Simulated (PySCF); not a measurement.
Geometry (Å), atoms numbered from 1 in this order:
```xyz
17

C    -2.4471   -0.3868    0.6169
C    -1.4956    0.6726    0.1215
O    -1.8933    1.7603   -0.2306
C    -0.0311    0.3511    0.0739
C     0.8455    1.3431   -0.3822
C     2.2120    1.0949   -0.4466
C     2.7228   -0.1439   -0.0579
C     1.8422   -1.1198    0.3928
F     2.3181   -2.3074    0.7639
C     0.4748   -0.8931    0.4661
H    -3.4689    0.0078    0.5729
H    -2.3774   -1.2976    0.0026
H    -2.2085   -0.6717    1.6533
H     0.4201    2.3029   -0.6806
H     2.8938    1.8703   -0.8028
H     3.7905   -0.3664   -0.0986
H    -0.1675   -1.6967    0.8283
```

- coordinates at the PBE0-D3(BJ)/def2-SVP level
- σ from GIAO-PBE0/pcSseg-1
- run in PySCF 2.14
- averaged over atoms made equivalent by symmetry, fast rotation or ring inversion, single conformer, non-relativistic, no solvent model

List the cross peaks expected in HSQC, COSY and HMBC spectra.

Results:



HSQC (one-bond C–H):
```
                δH           δC
        8.26 (H14)   129.3 (C5)
        7.59 (H15)   135.5 (C6)
        7.46 (H17)  120.8 (C10)
        7.31 (H16)   125.3 (C7)
2.55 (H11/H12/H13)    27.5 (C1)
```

COSY cross peaks (H two or three bonds apart, from the bond graph; peaks can be absent where the dihedral angle is near 90°):
```
        δH          δH
8.26 (H14)  7.59 (H15)
7.59 (H15)  7.31 (H16)
```

HMBC (two and three bonds, from the bond graph):
```
                δH                                                           δC
        8.26 (H14)  197.4 (C2), 141.4 (C4), 135.5 (C6), 125.3 (C7), 120.8 (C10)
        7.59 (H15)               170.0 (C8), 141.4 (C4), 129.3 (C5), 125.3 (C7)
        7.46 (H17)   197.4 (C2), 170.0 (C8), 141.4 (C4), 129.3 (C5), 125.3 (C7)
        7.31 (H16)              170.0 (C8), 135.5 (C6), 129.3 (C5), 120.8 (C10)
2.55 (H11/H12/H13)                                       197.4 (C2), 141.4 (C4)
```

δ = σ(ref) − σ, references computed at the same level: ¹H (31.27 ppm), ¹³C (184.41 ppm) vs TMS.

Short H···H contacts in this conformer between protons four or more bonds apart (candidates for NOE cross peaks, intensity ∝ r⁻⁶): H12···H17 2.39 Å.

Shifts are as computed. Against solution values, carbons near 30 ppm lie about +2 ppm off and those near 130 ppm about +5 ppm. Of 1211 compounds with measured shifts, 218 miss one by over three times the rms of a fit or turn the order of signals round; such compounds aren't used in these exercises.
